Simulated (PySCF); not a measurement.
# Atomic charges against the basis set

C3H8OSi.
Cartesian coordinates in Å at the PBE0-D3(BJ)/def2-SVP level; atoms count from 1:
```xyz
13
C3H8OSi angstrom
C      2.0265    1.1989    0.4049
O      1.1009    0.2864    0.9290
Si     0.1249   -0.7101    0.0336
C     -1.5814   -1.0059    0.6398
C     -1.4859   -0.0872   -0.6200
H      2.5040    1.7333    1.2401
H      1.5449    1.9478   -0.2496
H      2.8219    0.6964   -0.1753
H      0.8845   -1.7495   -0.7054
H     -1.9043   -0.5121    1.5635
H     -2.0611   -1.9810    0.5001
H     -1.9074   -0.4864   -1.5498
H     -1.7619    0.9617   -0.4602
```

PBE0 throughout (PySCF), one geometry, spherical d and f functions. The structure is a single PBE0-D3(BJ)/def2-SVP conformer in the gas phase; no vibrational or solvent corrections. Atoms taken as equivalent share a column and are averaged. The first 7 of 8 kinds of atom are listed.

Mulliken charges (e):

```tsv
basis	functions	C1	O2	Si3	C4/C5	H6/H7/H8	H9	H10/H13
STO-3G	37	-0.131	-0.364	+0.742	-0.325	+0.075	-0.110	+0.073
6-31G	65	-0.201	-0.714	+0.966	-0.622	+0.168	-0.120	+0.208
pcSseg-0	65	-0.290	-0.831	+1.341	-0.943	+0.220	-0.090	+0.279
6-31G*	90	-0.254	-0.558	+0.658	-0.541	+0.172	-0.075	+0.201
cc-pVDZ	114	+0.081	-0.413	+0.425	-0.200	+0.044	-0.063	+0.062
def2-SVP	114	+0.133	-0.496	+0.556	-0.284	+0.042	-0.081	+0.085
6-311+G(2d,p)	191	-0.314	-0.536	+0.864	-0.446	+0.148	-0.051	+0.123
aug-cc-pVDZ	191	+0.889	-0.894	+0.567	+0.790	-0.215	+0.282	-0.469
def2-TZVP	209	-0.211	-0.356	+0.402	-0.349	+0.123	-0.025	+0.131
IGLO-III	264	-0.272	-0.494	+0.987	-0.454	+0.125	-0.167	+0.124
cc-pVTZ	266	-0.097	-0.312	+0.345	-0.290	+0.082	-0.040	+0.111
```

IAO charges (e):

```
        basis  functions      C1      O2     Si3   C4/C5  H6/H7/H8      H9  H10/H13
       STO-3G         37  -0.260  -0.441  +0.959  -0.516    +0.122  -0.105   +0.129
        6-31G         65  -0.230  -0.583  +0.910  -0.545    +0.144  -0.094   +0.166
     pcSseg-0         65  -0.213  -0.584  +0.952  -0.562    +0.139  -0.099   +0.165
       6-31G*         90  -0.192  -0.614  +1.023  -0.554    +0.134  -0.129   +0.156
      cc-pVDZ        114  -0.190  -0.607  +1.014  -0.555    +0.133  -0.127   +0.156
     def2-SVP        114  -0.182  -0.607  +1.031  -0.552    +0.130  -0.132   +0.152
6-311+G(2d,p)        191  -0.202  -0.629  +1.057  -0.577    +0.139  -0.132   +0.161
  aug-cc-pVDZ        191  -0.199  -0.620  +1.022  -0.566    +0.137  -0.124   +0.161
    def2-TZVP        209  -0.199  -0.630  +1.069  -0.580    +0.138  -0.135   +0.161
     IGLO-III        264  -0.201  -0.631  +1.067  -0.580    +0.139  -0.134   +0.161
      cc-pVTZ        266  -0.200  -0.625  +1.054  -0.576    +0.138  -0.132   +0.161
```

Hirshfeld charges (e):

```json
{"basis": "STO-3G", "functions": "37", "C1": "+0.038", "O2": "-0.230", "Si3": "+0.429", "C4/C5": "-0.127", "H6/H7/H8": "+0.011", "H9": "-0.070", "H10/H13": "+0.014"}
{"basis": "6-31G", "functions": "65", "C1": "-0.013", "O2": "-0.263", "Si3": "+0.357", "C4/C5": "-0.164", "H6/H7/H8": "+0.041", "H9": "-0.062", "H10/H13": "+0.048"}
{"basis": "pcSseg-0", "functions": "65", "C1": "-0.021", "O2": "-0.237", "Si3": "+0.392", "C4/C5": "-0.166", "H6/H7/H8": "+0.039", "H9": "-0.067", "H10/H13": "+0.039"}
{"basis": "6-31G*", "functions": "90", "C1": "-0.013", "O2": "-0.233", "Si3": "+0.336", "C4/C5": "-0.166", "H6/H7/H8": "+0.041", "H9": "-0.065", "H10/H13": "+0.048"}
{"basis": "cc-pVDZ", "functions": "114", "C1": "-0.031", "O2": "-0.212", "Si3": "+0.365", "C4/C5": "-0.172", "H6/H7/H8": "+0.039", "H9": "-0.069", "H10/H13": "+0.044"}
{"basis": "def2-SVP", "functions": "114", "C1": "-0.031", "O2": "-0.216", "Si3": "+0.373", "C4/C5": "-0.174", "H6/H7/H8": "+0.041", "H9": "-0.070", "H10/H13": "+0.043"}
{"basis": "6-311+G(2d,p)", "functions": "191", "C1": "-0.033", "O2": "-0.237", "Si3": "+0.390", "C4/C5": "-0.181", "H6/H7/H8": "+0.043", "H9": "-0.065", "H10/H13": "+0.046"}
{"basis": "aug-cc-pVDZ", "functions": "191", "C1": "-0.041", "O2": "-0.235", "Si3": "+0.393", "C4/C5": "-0.185", "H6/H7/H8": "+0.044", "H9": "-0.065", "H10/H13": "+0.048"}
{"basis": "def2-TZVP", "functions": "209", "C1": "-0.037", "O2": "-0.229", "Si3": "+0.385", "C4/C5": "-0.182", "H6/H7/H8": "+0.043", "H9": "-0.066", "H10/H13": "+0.046"}
{"basis": "IGLO-III", "functions": "264", "C1": "-0.041", "O2": "-0.228", "Si3": "+0.387", "C4/C5": "-0.182", "H6/H7/H8": "+0.044", "H9": "-0.063", "H10/H13": "+0.046"}
{"basis": "cc-pVTZ", "functions": "266", "C1": "-0.038", "O2": "-0.225", "Si3": "+0.383", "C4/C5": "-0.181", "H6/H7/H8": "+0.043", "H9": "-0.067", "H10/H13": "+0.046"}
```

ESP-fitted charges (e):

```
        basis  functions      C1      O2     Si3   C4/C5  H6/H7/H8      H9  H10/H13
       STO-3G         37  -0.221  -0.230  +0.480  -0.333    +0.092  -0.055   +0.111
        6-31G         65  +0.001  -0.418  +0.359  -0.409    +0.072  -0.009   +0.179
     pcSseg-0         65  -0.063  -0.386  +0.440  -0.470    +0.090  -0.035   +0.187
       6-31G*         90  -0.106  -0.252  +0.233  -0.388    +0.085  +0.004   +0.167
      cc-pVDZ        114  -0.069  -0.234  +0.205  -0.345    +0.071  +0.007   +0.148
     def2-SVP        114  -0.038  -0.261  +0.246  -0.358    +0.067  -0.004   +0.150
6-311+G(2d,p)        191  -0.163  -0.218  +0.225  -0.381    +0.096  +0.009   +0.163
  aug-cc-pVDZ        191  -0.148  -0.211  +0.226  -0.373    +0.089  +0.004   +0.159
    def2-TZVP        209  -0.147  -0.210  +0.232  -0.381    +0.090  +0.003   +0.161
     IGLO-III        264  -0.140  -0.213  +0.229  -0.371    +0.088  +0.003   +0.157
      cc-pVTZ        266  -0.143  -0.210  +0.233  -0.372    +0.088   0.000   +0.156
```

Some averages cover members that differ in this geometry, most widely: H6/H7/H8, Mulliken in aug-cc-pVDZ -0.304 to -0.161; C4/C5, ESP-fitted in STO-3G -0.387 to -0.279; C4/C5, ESP-fitted in pcSseg-0 -0.503 to -0.437; C4/C5, ESP-fitted in 6-31G -0.440 to -0.378 e.

**Question.** Which scheme is steadiest as the basis changes?

**Answer.** Largest range over the bases for any column: Hirshfeld 0.09 e, IAO 0.19 e, ESP-fitted 0.27 e, Mulliken 1.73 e. Hirshfeld charges move least and Mulliken charges most, counted in e. Without the minimal STO-3G basis the ranges are Hirshfeld 0.06, IAO 0.16, ESP-fitted 0.24, Mulliken 1.73 e.

**Question.** How much do the charges still move between the two largest bases, IGLO-III and cc-pVTZ?

**Answer.** At most, over all atoms: Mulliken 0.642 e, IAO 0.013 e, Hirshfeld 0.004 e, ESP-fitted 0.005 e.

**Question.** What do the same runs give for the total energy, the frontier levels and the dipole moment?

**Answer.** 
| basis | energy (Eh) | HOMO (eV) | LUMO (eV) | μ (D) |
| --- | --- | --- | --- | --- |
| STO-3G | -477.6780 | -3.92 | 5.90 | 1.13 |
| 6-31G | -483.3588 | -6.71 | 1.21 | 1.42 |
| pcSseg-0 | -482.6868 | -6.99 | 1.20 | 1.58 |
| 6-31G* | -483.4580 | -6.51 | 1.30 | 1.09 |
| cc-pVDZ | -483.4815 | -6.61 | 1.24 | 1.04 |
| def2-SVP | -483.2480 | -6.67 | 1.21 | 1.15 |
| 6-311+G(2d,p) | -483.5520 | -6.75 | 0.17 | 1.06 |
| aug-cc-pVDZ | -483.4986 | -6.72 | -0.02 | 0.97 |
| def2-TZVP | -483.5731 | -6.71 | 0.70 | 1.04 |
| IGLO-III | -483.5777 | -6.73 | 0.58 | 1.04 |
| cc-pVTZ | -483.5677 | -6.70 | 0.84 | 1.02 |

The dipole is fixed by the density alone, so its range of 0.61 D shows that the density itself changes with the basis, not only its division among atoms.
